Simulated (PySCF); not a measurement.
Atoms are numbered as in `[CH3:1][C:2]([CH3:3])([CH3:4])[CH2:5][C:6]([Cl:7])([Cl:8])[Cl:9]`; H(Xn) means a hydrogen on atom n.

GIAO PBE0/pcSseg-1 shifts (PySCF 2.14, gas phase, non-relativistic, equivalent atoms averaged), each against references optimised in the same way as the molecule (TMS, HCl).

On the GFN2-xTB geometry: C6 123.9, C5 67.7, C2 34.8, C1/C3/C4 31.8, Cl7/Cl8/Cl9 499, H(C5) 2.62, H(C1)/H(C3)/H(C4) 1.23 ppm.

What changes on the PBE0-D3(BJ)/def2-SVP geometry?

Answers


```json
{"atoms": "C6", "δ (ppm)": "123.6", "change": "-0.3"}
{"atoms": "C5", "δ (ppm)": "67.6", "change": "-0.1"}
{"atoms": "C2", "δ (ppm)": "33.1", "change": "-1.7"}
{"atoms": "C1/C3/C4", "δ (ppm)": "31.8", "change": "+0.0"}
{"atoms": "Cl7/Cl8/Cl9", "δ (ppm)": "491", "change": "-8"}
{"atoms": "H(C5)", "δ (ppm)": "2.38", "change": "-0.24"}
{"atoms": "H(C1)/H(C3)/H(C4)", "δ (ppm)": "1.15", "change": "-0.08"}
```

Bonds between heavy atoms that differ most (equivalent bonds averaged): C5–C6 1.520 → 1.525 Å, C6–Cl7 1.782 → 1.786 Å. Mean change of bonds to hydrogen: C–H +0.013 Å.
